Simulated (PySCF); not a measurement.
BF2, SMILES [B-](F)F (connectivity only; charge and spin as stated), charge -1, multiplicity 1.

Coordinates come from a PBE0-D3(BJ)/def2-TZVPD optimisation.

Method: PBE/def2-TZVPD in PySCF.

Symmetry labels are those of the subgroup C2v that the program uses (full group C2v).

Computed valence orbital energies around the gap with their symmetry:
```csv
orbital,symmetry,energy (eV)
HOMO−7,B2,-23.55
HOMO−6,A1,-7.91
HOMO−5,B2,-6.38
HOMO−4,B1,-5.42
HOMO−3,A1,-5.18
HOMO−2,A2,-4.16
HOMO−1,B2,-3.49
HOMO,A1,1.42
LUMO,A1,3.97
LUMO+1,B1,4.54
LUMO+2,B2,4.83
LUMO+3,A1,4.96
```
